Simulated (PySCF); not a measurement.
**BPb: energy against distance**

Set-up: PySCF, scalar-relativistic core potentials, basis sets B cc-pVTZ, Pb cc-pVTZ-PP with ECP60. Energies in eV from B + Pb in their ground configurations at the same level. State: ⁴Σ⁻ (quartet), unpaired electrons σ ↑, π ↑↑.

All columns are PBE0. A positive dipole means B(−)Pb(+).

```tsv
R (Å)	E (eV)	μ (D)	Mulliken charge on B (basis-dependent)	HOMO (eV)	LUMO (eV)	Mayer bond order	⟨S²⟩
1.940	-1.798	1.50	-0.07	-5.83	-3.19	2.06	3.75
2.030	-2.224	1.65	-0.10	-5.90	-3.07	2.01	3.75
2.121	-2.457	1.77	-0.13	-5.95	-2.97	1.95	3.75
2.188	-2.538	1.84	-0.15	-5.89	-2.90	1.90	3.75
2.256	-2.559	1.89	-0.17	-5.78	-2.84	1.85	3.75
2.324	-2.535	1.92	-0.18	-5.68	-2.79	1.79	3.75
2.414	-2.452	1.93	-0.19	-5.56	-2.72	1.72	3.75
2.527	-2.294	1.89	-0.18	-5.43	-2.64	1.63	3.75
2.662	-2.062	1.78	-0.17	-5.30	-2.58	1.53	3.76
2.843	-1.728	1.56	-0.13	-5.16	-2.64	1.42	3.76
```

A fit through these points gives, at Re = 2.251 Å, μ = 1.89 D and dμ/dR = 0.620 D/Å; the reduced mass is 10.46 u.

Problem. How strong is the fundamental in the double-harmonic approximation, I = 42.26·(dμ/dR)²/μred km/mol?

Solution. I = 42.26·(0.620)²/10.46 = 1.55 km/mol at PBE0.

These are scalar-relativistic numbers at best; spin–orbit coupling would shift them, the dissociation energy most. The state was picked by a PBE0 search and need not be the measured ground state.
